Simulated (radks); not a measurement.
Results of a calculation; reference values are marked as such.
All-electron atom: Lu3+ in [Xe] 4f12.5 5d0.5 6s1 (fractional occupations, a model configuration). Level of theory: Dirac Kohn-Sham, PBE, spin-unpolarised, spherical densities, finite nucleus; open shells fill j = l - 1/2 first; Fermi nuclear charge, rms radius 5.37 fm (a radial shooting solver on a logarithmic mesh with Libxc functionals).

Unscreened Slater integrals over Kohn-Sham orbitals (hartree). Large and small components are both included. Empty in this configuration: 5d5/2.

| integral | value |
|---|---|
| F0(6s1/2,6s1/2) | 0.32854 |
| F0(6s1/2,5d3/2) | 0.37673 |
| G2(6s1/2,5d3/2) | 0.10092 |
| F0(6s1/2,4f7/2) | 0.42814 |
| G3(6s1/2,4f7/2) | 0.017118 |
| F0(6s1/2,4f5/2) | 0.42858 |
| G3(6s1/2,4f5/2) | 0.016800 |
| F0(6s1/2,5d5/2) | 0.37469 |
| G2(6s1/2,5d5/2) | 0.10589 |
| F0(5d3/2,5d3/2) | 0.49147 |
| F2(5d3/2,5d3/2) | 0.25782 |
| F0(5d3/2,4f7/2) | 0.62746 |
| F2(5d3/2,4f7/2) | 0.15540 |
| G3(5d3/2,4f7/2) | 0.056640 |
| G5(5d3/2,4f7/2) | 0.043553 |
| F0(5d3/2,4f5/2) | 0.62848 |
| F2(5d3/2,4f5/2) | 0.15322 |
| G1(5d3/2,4f5/2) | 0.065202 |
| G3(5d3/2,4f5/2) | 0.054938 |
| F0(5d3/2,5d5/2) | 0.48589 |
| F2(5d3/2,5d5/2) | 0.25487 |
| G2(5d3/2,5d5/2) | 0.25468 |
| G4(5d3/2,5d5/2) | 0.16876 |
| F0(4f7/2,4f7/2) | 1.3680 |
| F2(4f7/2,4f7/2) | 0.65270 |
| F4(4f7/2,4f7/2) | 0.40999 |
| F6(4f7/2,4f7/2) | 0.29509 |
| F0(4f7/2,4f5/2) | 1.3781 |
| F2(4f7/2,4f5/2) | 0.65780 |
| F4(4f7/2,4f5/2) | 0.41326 |
| G2(4f7/2,4f5/2) | 0.65565 |
| G4(4f7/2,4f5/2) | 0.41197 |
| G6(4f7/2,4f5/2) | 0.29656 |
| F0(4f7/2,5d5/2) | 0.61471 |
| F2(4f7/2,5d5/2) | 0.14864 |
| F4(4f7/2,5d5/2) | 0.071349 |
| G1(4f7/2,5d5/2) | 0.062931 |
| G3(4f7/2,5d5/2) | 0.053112 |
| G5(4f7/2,5d5/2) | 0.040962 |
| F0(4f5/2,4f5/2) | 1.3884 |
| F2(4f5/2,4f5/2) | 0.66310 |
| F4(4f5/2,4f5/2) | 0.41668 |
| F0(4f5/2,5d5/2) | 0.61568 |
| F2(4f5/2,5d5/2) | 0.14652 |
| F4(4f5/2,5d5/2) | 0.069860 |
| G1(4f5/2,5d5/2) | 0.060356 |
| G3(4f5/2,5d5/2) | 0.051408 |
| G5(4f5/2,5d5/2) | 0.039750 |
| F0(5d5/2,5d5/2) | 0.48054 |
| F2(5d5/2,5d5/2) | 0.25225 |
| F4(5d5/2,5d5/2) | 0.16714 |
